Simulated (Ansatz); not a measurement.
Gas-phase electronic energies from Ansatz, PBE0-D4/def2-TZVP geometries. CCSD(T)/CBS adds triple-zeta CCSD(T) − MP2 to the extrapolated MP2 energy (def2 sets, frozen cores). This one scheme is used for every species, atoms too. Functionals use def2-TZVPP. B3LYP here is the variant with VWN-RPA as its local correlation; programs differ in this. Open shells (•) are unrestricted, without spin–orbit coupling. Spin–orbit coupling would lower the free atoms: a little for B, C, S. One conformer a species, not always the lowest.

Consider the atomization: `CBC=S` → B• + 2 C• + 5 H• + S•.

`CBC=S`:

Z-matrix (Å, degrees):
```
C
B 1 1.567
H 1 1.091 2 114.4
H 1 1.099 2 107.2 3 -119.4
H 1 1.093 2 111.9 3 124.8
C 2 1.533 1 122.9 3 13.1
S 2 2.365 1 115.5 3 -35.7
H 2 1.200 1 120.7 3 -170.0
H 6 1.088 2 138.4 1 86.5
```

| level | ΔE (eV) |
| --- | --- |
| PBE0-D4 | 35.35 |
| r2SCANh-D4 | 35.13 |
| B2PLYP | 34.74 |
| BLYP | 34.71 |
| B3LYP | 34.85 |
| MP2/def2-TZVPP | 34.63 |
| SCS-MP2/def2-TZVPP | 34.40 |
| HF/def2-QZVPP | 26.03 |

(1) What does CCSD(T)/CBS give? (Best estimate.)

(2) What do rigid-rotor, harmonic-oscillator terms from PBE0-D4/def2-TZVP frequencies (298.15 K, 1 bar) make of the CCSD(T)/CBS value? (Best estimate.)

Largest T1 diagnostic among the species: 0.019.

## Answers

(1) The calculation gave: +34.88 eV. The listed levels differ from it by 0.47, 0.25, -0.14, -0.17, -0.03, -0.25, -0.48, -8.85 eV.

(2) Ansatz gave: ΔZPE = -1.77 eV, ΔH = +33.51 eV, ΔS = 901 J/(mol·K), ΔG = +30.73 eV. Open shells count their whole term as degenerate.

From r2SCAN to r2SCAN0 (25 % exact exchange), in def2-TZVPP and without D4, ΔE moves by −0.53 eV: exact exchange takes away binding that semilocal exchange gives to molecules. At CCSD(T), def2-SVP lies −1.52 eV from the extrapolated value and def2-TZVPP −0.80 eV: correlation converges slowly with the basis, and small sets miss more of it in the bonded molecule than in its fragments.

For atomizations the MP2-based limit and the directly extrapolated one differ by several kJ/mol either way, and by 10 to 25 for some Ge, Se and Sn compounds, so smaller differences from it don't rank the levels.
